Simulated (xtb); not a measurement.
Job for xtb: GFN1-xTB on CCl+, 2S+1 = 1, a spin state set in the input, which need not be the lowest, a point of a bond scan (R = 1.428 Å). Charge +1.

```
$ xtb mol.xyz --gfn 1 --sp --chrg 1 --uhf 0
2

C      0.00000000     0.00000000     0.00000000
Cl     0.00000000     0.00000000     1.42751300
```

Give the final energy of this run.

-5.6756 hartree.
